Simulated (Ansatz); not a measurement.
CrF₂⁺. Total charge 1; quartet. Geometry B3LYP-D4/def2-TZVP.

```xyz
3

Cr   -0.1025   -0.4449   -0.0017
F     1.0676   -0.0162    1.1276
F    -0.9651    0.4611   -1.1259
```

Question: Estimate the α-spin orbital energies around the gap (eV) in Ansatz with PBE-D4/def2-TZVP, PBE0-D4/def2-TZVP.

Answer: 
```json
{"orbital": "HOMO−5", "PBE-D4/def2-TZVP": "-17.65", "PBE0-D4/def2-TZVP": "-19.71"}
{"orbital": "HOMO−4", "PBE-D4/def2-TZVP": "-17.50", "PBE0-D4/def2-TZVP": "-19.57"}
{"orbital": "HOMO−3", "PBE-D4/def2-TZVP": "-17.17", "PBE0-D4/def2-TZVP": "-18.88"}
{"orbital": "HOMO−2", "PBE-D4/def2-TZVP": "-14.57", "PBE0-D4/def2-TZVP": "-17.52"}
{"orbital": "HOMO−1", "PBE-D4/def2-TZVP": "-14.54", "PBE0-D4/def2-TZVP": "-17.37"}
{"orbital": "HOMO", "PBE-D4/def2-TZVP": "-13.71", "PBE0-D4/def2-TZVP": "-16.54"}
{"orbital": "LUMO", "PBE-D4/def2-TZVP": "-13.18", "PBE0-D4/def2-TZVP": "-12.19"}
{"orbital": "LUMO+1", "PBE-D4/def2-TZVP": "-12.57", "PBE0-D4/def2-TZVP": "-11.55"}
{"orbital": "LUMO+2", "PBE-D4/def2-TZVP": "-8.53", "PBE0-D4/def2-TZVP": "-7.67"}
{"orbital": "LUMO+3", "PBE-D4/def2-TZVP": "-5.83", "PBE0-D4/def2-TZVP": "-5.04"}
{"orbital": "LUMO+4", "PBE-D4/def2-TZVP": "-4.50", "PBE0-D4/def2-TZVP": "-3.68"}
{"orbital": "LUMO+5", "PBE-D4/def2-TZVP": "-3.19", "PBE0-D4/def2-TZVP": "-2.45"}
{"orbital": "β HOMO", "PBE-D4/def2-TZVP": "-17.10", "PBE0-D4/def2-TZVP": "-18.92"}
{"orbital": "β LUMO", "PBE-D4/def2-TZVP": "-11.65", "PBE0-D4/def2-TZVP": "-10.49"}
```
